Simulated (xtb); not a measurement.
C$_{2}$H$_{6}$Al (SMILES [CH3][Al][CH3]), doublet, from a rough starting geometry (GFN-xTB shapes and energies of metal compounds can be far from the true ones) (the spin is typed, not shown lowest); GFN2-xTB (xtb 6.7.1).

xtb was given this input:
```
$ xtb mol.xyz --gfn 2 --uhf 1 --opt vtight --json

# file mol.xyz
9

Al     0.57370734    -0.11959272     0.69244048
C      1.40632682     0.20939396    -1.17043755
H      2.14989419    -0.62186945    -1.41364343
H      1.94671744     1.11800614    -1.15406212
H      0.60907987     0.20350716    -1.89561088
C     -1.41773352    -0.20416954     1.18205382
H     -1.85009572    -1.01980229     0.69700105
H     -1.97012325     0.70167319     0.82603563
H     -1.49787884    -0.26851062     2.25320201
```

Q: What does xtb print? Leave out banner, timings and long lists.

A: 
```
   ID    Z sym.   atoms
    1   13 Al     1
    2    6 C      2, 6
    3    1 H      3-5, 7-9

           -------------------------------------------------
          |                Calculation Setup                |
           -------------------------------------------------

           -------------------------------------------------
          |                 G F N 2 - x T B                 |
           -------------------------------------------------

          ...................................................
          :                      SETUP                      :
          :.................................................:
          :  # basis functions                  24          :
          :  # atomic orbitals                  23          :
          :  # shells                           13          :
          :  # electrons                        17          :
          :  max. iterations                   250          :
          :  Hamiltonian                  GFN2-xTB          :
          :  restarted?                      false          :
          :  GBSA solvation                  false          :
          :  PC potential                    false          :
          :  electronic temp.          300.0000000     K    :
          :  accuracy                    1.0000000          :
          :  -> integral cutoff          0.2500000E+02      :
          :  -> integral neglect         0.1000000E-07      :
          :  -> SCF convergence          0.1000000E-05 Eh   :
          :  -> wf. convergence          0.1000000E-03 e    :
          :  Broyden damping             0.4000000          :
          :  net charge                          0          :
          :  unpaired electrons                  1          :
          ...................................................

 iter      E             dE          RMSdq      gap      omega  full diag
   1     -8.4083716 -0.840837E+01  0.121E+01    1.49       0.0  T
   2     -8.4164304 -0.805878E-02  0.638E+00    1.89       1.0  T
   3     -8.4064400  0.999040E-02  0.401E+00    1.98       1.0  T
   4     -8.4205979 -0.141579E-01  0.686E-01    2.26       1.0  T
   5     -8.4214446 -0.846710E-03  0.432E-01    2.19       1.0  T
   6     -8.4215400 -0.954185E-04  0.269E-01    2.18       1.0  T
   7     -8.4215387  0.127749E-05  0.971E-02    2.19       1.0  T
   8     -8.4215455 -0.680149E-05  0.350E-02    2.19       1.0  T
   9     -8.4215491 -0.361209E-05  0.112E-02    2.19       3.0  T
[...]
 * total energy  :    -8.3076567 Eh     change       -0.1212668E-06 Eh
 * total energy  :    -8.3076568 Eh     change       -0.1183459E-06 Eh
 * total energy  :    -8.3076569 Eh     change       -0.1155176E-06 Eh
 * total energy  :    -8.3076570 Eh     change       -0.1128511E-06 Eh
 * total energy  :    -8.3076571 Eh     change       -0.1103604E-06 Eh
 * total energy  :    -8.3076572 Eh     change       -0.1082348E-06 Eh
 * total energy  :    -8.3076573 Eh     change       -0.1063900E-06 Eh
 * total energy  :    -8.3076574 Eh     change       -0.1047702E-06 Eh
 * total energy  :    -8.3076575 Eh     change       -0.1033357E-06 Eh
 * total energy  :    -8.3076576 Eh     change       -0.1020215E-06 Eh
 * total energy  :    -8.3076577 Eh     change       -0.1007943E-06 Eh
 * total energy  :    -8.3076578 Eh     change       -0.9955309E-07 Eh
   *** GEOMETRY OPTIMIZATION CONVERGED AFTER 90 ITERATIONS ***
         :: total energy              -8.307657842651 Eh    ::
[...]
     3   1 H        0.924     0.045     2.378     2.412
     4   1 H        0.924     0.036     2.505     2.475
     5   1 H        0.924     0.036     2.507     2.476
     6   6 C        3.603    -0.218    25.502     7.301
     7   1 H        0.924     0.036     2.505     2.475
     8   1 H        0.924     0.036     2.507     2.476
     9   1 H        0.924     0.045     2.378     2.412

 Mol. C6AA /au·bohr⁶  :       1071.750376
 Mol. C8AA /au·bohr⁸  :      47966.236699
 Mol. α(0) /au        :         63.706759

Wiberg/Mayer (AO) data.
largest (>0.10) Wiberg bond orders for each atom

 ---------------------------------------------------------------------------
     #   Z sym  total        # sym  WBO       # sym  WBO       # sym  WBO
 ---------------------------------------------------------------------------
     1  13 Al   2.523 --     6 C    1.051     2 C    1.051
     2   6 C    3.880 --     1 Al   1.051     5 H    0.927     4 H    0.926
                             3 H    0.922
     3   1 H    0.998 --     2 C    0.922
     4   1 H    0.999 --     2 C    0.926
     5   1 H    0.999 --     2 C    0.927
     6   6 C    3.880 --     1 Al   1.051     8 H    0.927     7 H    0.926
                             9 H    0.922
     7   1 H    0.999 --     6 C    0.926
     8   1 H    0.999 --     6 C    0.927
     9   1 H    0.998 --     6 C    0.922
 ---------------------------------------------------------------------------

Topologies differ in total number of bonds
Writing topology from bond orders to xtbtopo.mol

molecular dipole:
                 x           y           z       tot (Debye)
 q only:        0.187      -0.105       0.208
   full:        0.014      -0.008       0.016       0.059
molecular quadrupole (traceless):
                xx          xy          yy          xz          yz          zz
 q only:       -0.440      -0.360       0.427       1.321      -0.091       0.014
  q+dip:        0.922       0.071      -1.304      -1.352      -0.409       0.382
   full:       -0.726       0.222       1.180       0.357       0.629      -0.454

optimized geometry written to: xtbopt.xyz

           -------------------------------------------------
          | TOTAL ENERGY               -8.307657842651 Eh   |
          | GRADIENT NORM               0.000025489694 Eh/α |
          | HOMO-LUMO GAP               2.224123491111 eV   |
           -------------------------------------------------

normal termination of xtb
```
